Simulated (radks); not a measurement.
The numbers below are computed, except where a source is named.
All-electron atom: Ta23+ in [Ar] 3d10 4s2 4p5.75 4d10 4f4 5p0.25 (fractional occupations, a model configuration).

Code: a radial shooting solver on a logarithmic mesh with Libxc functionals. Model: Dirac Kohn-Sham, BLYP, spin-unpolarised, spherical densities, point nucleus; open shells fill j = l - 1/2 first.

Energy parts (eV):
total: -419101.89
kinetic: 471376.14
electron-nucleus: -1009944.00
Hartree: 127386.93
exchange-correlation: -7920.96

Orbitals (lengths in bohr, moments of r in powers of bohr):
orbital	occ.	eigenvalue (eV)	<1/r>
1s1/2	2	-67980.01	85.48
2s1/2	2	-12247.98	20.75
2p1/2	2	-11734.64	20.71
2p3/2	4	-10464.37	17.50
3s1/2	2	-3344.767	7.627
3p1/2	2	-3117.436	7.539
3p3/2	4	-2843.012	6.713
3d3/2	4	-2459.832	6.599
3d5/2	6	-2400.157	6.403
4s1/2	2	-1192.324	3.344
4p1/2	2	-1097.174	3.251
4p3/2	3.75	-1026.104	2.976
4d3/2	4	-869.0370	2.816
4d5/2	6	-854.8725	2.753
4f5/2	4	-659.0140	2.504
4f7/2	0	-655.6856	2.482
5s1/2	0	-582.2731	1.689
5p1/2	0.25	-542.7964	1.629
5p3/2	0	-519.7925	1.531
5d3/2	0	-455.6111	1.430
5d5/2	0	-451.0039	1.409

The highest occupied level is 5p1/2 at -542.80 eV. The configuration is held as typed, so some empty levels lie below it. Summed over all electrons, <r^2> = 6.495 bohr^2, which gives a Langevin (diamagnetic) susceptibility term of -5.14 x 10^-6 cm^3/mol.
